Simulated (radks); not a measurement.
Initial-state core-level shifts of neutral antimony when its valence configuration changes from [Kr] 4d10 5s2 5p3. Calculated with a radial shooting solver on a logarithmic mesh with Libxc functionals: scalar-relativistic Kohn-Sham, BLYP, spin-polarised, spherical densities, point nucleus; open shells are filled with parallel spins first (spin-orbit coupling, left out, can overturn this in heavy ions). Shifts are changes of the shell-averaged eigenvalues in eV (positive: less bound).

| valence | 1s | 2p | 3p | 4s |
|---|---|---|---|---|
| 4d10 5s1 5p4 | -1.528 | -1.500 | -1.522 | -1.512 |
| 4d10 5s1.5 5p3.5 | -0.772 | -0.757 | -0.768 | -0.763 |
| 4d9.5 5s2 5p3.5 | -4.174 | -4.389 | -4.228 | -3.648 |
| 4d8 5s1 5p6 | -18.236 | -19.164 | -18.425 | -15.732 |
| 4d9 5s2 5p4 | -8.381 | -8.825 | -8.484 | -7.268 |
| 4d10 5p5 | -3.137 | -3.077 | -3.116 | -3.085 |
| 4d9.5 5p5.5 | -7.145 | -7.306 | -7.186 | -6.566 |
| 4d9.5 5s1 5p4.5 | -5.644 | -5.833 | -5.694 | -5.096 |
